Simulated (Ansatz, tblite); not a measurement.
Forces on Mo₃N₃ at its PBE0-D4/def2-SVP geometry. Charge 0, multiplicity 2.

In the def2 sets Mo takes a core potential; there is no spin–orbit coupling. The xTB rows come from tblite. At PBE0-D4/def2-TZVP the charge 0 doublet is spin-contaminated (final ⟨S²⟩ up to 3.64, 0.75 for a pure state). The geometry of the doublet was relaxed on an unsound state (⟨S²⟩ 3.63, where a pure state has 0.75). Another isomer (doublet) lies 0.48 eV lower at PBE-D4/def2-TZVP.

GFN1-xTB (tblite), largest force 2.83 eV/Å:

```xyz
6
positions Å, forces eV/Å
Mo    0.004    0.747    1.265    0.836   -1.008   -1.568
Mo   -1.058   -1.388   -0.055    1.759    1.007    0.617
Mo    1.390    0.151   -0.956   -1.867   -0.816    1.963
N    -1.661   -0.052    1.023   -0.578    0.241   -0.063
N     0.032   -1.035   -1.469   -0.167    0.008   -1.156
N     1.293    1.577    0.192    0.017    0.568    0.207
```

GFN2-xTB (tblite), largest force 2.47 eV/Å:

```
Mo 0.054 -0.346 -1.603
Mo 1.346 1.530 -0.092
Mo -2.067 -0.610 1.200
N 0.103 -0.085 0.596
N 0.548 -0.217 -0.505
N 0.017 -0.272 0.404
```

PBE0-D4/def2-TZVP (Ansatz), largest force 0.23 eV/Å:

```
Mo 0.035 -0.119 -0.168
Mo 0.140 0.128 0.044
Mo -0.157 -0.070 0.145
N -0.012 0.019 0.012
N 0.005 0.002 -0.058
N -0.011 0.041 0.025
```
